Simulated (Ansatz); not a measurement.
Program: Ansatz. Geometries: PBE0-D4/def2-TZVP. ΔE: electronic, gas phase. CCSD(T)/CBS adds triple-zeta CCSD(T) − MP2 to the extrapolated MP2 energy (def2 sets, frozen cores). DFT in def2-TZVPP. B3LYP here is the variant with VWN-RPA as its local correlation; programs differ in this. Elements past krypton have def2 core potentials. For Ge, I outer-core shells are correlated without core-valence functions, which leaves a few kJ/mol of doubt a bond. Scalar relativity is left out up to krypton. Each species was taken in one conformer, which may not be the lowest.

`[BH2][GeH2][O][SiH2]F` + `C[SiH](O)I` → `O[SiH](I)[SiH2]F` + `[BH2][GeH2][O]C`  (redistribution)

| level | ΔE (kcal/mol) | difference from CCSD(T)/CBS |
| --- | --- | --- |
| PBE-D4 | 51.6 | -7.8 |
| r2SCAN-D4 | 57.9 | -1.5 |
| PBE0-D4 | 54.8 | -4.6 |
| B3LYP-D4 | 56.4 | -3.0 |
| ωB97X-V | 57.0 | -2.4 |
| ωB97M-V | 59.9 | 0.5 |
| B2PLYP | 59.1 | -0.3 |
| PBE | 51.7 | -7.7 |
| r2SCAN | 58.0 | -1.4 |
| PBE0 | 54.9 | -4.5 |
| B3LYP | 56.7 | -2.7 |
| HF/def2-TZVPP | 62.3 | 2.9 |
| MP2/def2-TZVPP | 62.3 | 2.9 |
| SCS-MP2/def2-TZVPP | 61.1 | 1.7 |
| CCSD/def2-TZVPP | 59.8 | 0.4 |
| CCSD(T)/def2-TZVPP | 59.1 | -0.3 |
| HF/def2-QZVPP | 62.9 | 3.5 |
| MP2/def2-QZVPP | 62.7 | 3.3 |
| SCS-MP2/def2-QZVPP | 61.6 | 2.2 |
| HF/CBS(def2) | 63.0 | 3.6 |
| MP2/CBS(def2) | 62.6 | 3.2 |
| CCSD/CBS(def2) | 60.1 | 0.7 |
| CCSD(T)/CBS | 59.4 | 0 |

Largest T1 diagnostic among the species: 0.012.

From PBE to PBE0 (25 % exact exchange), in def2-TZVPP and without D4, ΔE moves by +3.2 kcal/mol.
